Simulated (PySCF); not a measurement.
C3H4BFO, SMILES C=C=CB(O)F.

The structure is a stationary point at B3LYP-D3(BJ)/def2-SVP. The structure was generated by enumeration, and PubChem lists no compound with its InChIKey, so it may never have been made. Other conformers were not sampled.

Computed with TDA-PBE/def2-SVPD (PySCF).

Vertical excitations. Gas-phase values at a fixed geometry. State labels are in the subgroup Cs.

Q: Estimate the UV-visible absorptions. (Estimate from the structure and the level; the computed values follow.)

A: 
```
state  symmetry  energy (eV)  λ (nm)      f                                                              main pairs
-----  --------  -----------  ------  -----  ----------------------------------------------------------------------
S1           A"         4.84     256  0.000                                                         HOMO→LUMO 100 %
S2           A'         6.06     205  0.002                                      HOMO→LUMO+2 70 %, HOMO→LUMO+1 25 %
S3           A"         6.09     204  0.001                                                      HOMO−1→LUMO+1 99 %
S4           A"         6.49     191  0.005                                                      HOMO−1→LUMO+2 99 %
S5           A'         6.52     190  0.208                                      HOMO−1→LUMO 64 %, HOMO→LUMO+2 14 %
S6           A"         6.97     178  0.000                                                        HOMO−3→LUMO 99 %
S7           A'         7.07     175  0.028                                                        HOMO→LUMO+3 99 %
S8           A'         7.27     171  0.060                                                        HOMO−2→LUMO 92 %
S9           A"         7.36     168  0.001                                                     HOMO−1→LUMO+3 100 %
S10          A'         7.48     166  0.737  HOMO→LUMO+1 34 %, HOMO→LUMO+4 21 %, HOMO→LUMO+6 13 %, HOMO−1→LUMO 11 %
T1           A'         4.25     292      0                                                        HOMO−1→LUMO 95 %
T2           A"         4.45     279      0                                                          HOMO→LUMO 99 %
T3           A'         4.77     260      0                                                        HOMO→LUMO+1 88 %
T4           A"         5.76     215      0                                                      HOMO−1→LUMO+1 96 %
```
Triplets are in the Tamm–Dancoff approximation.
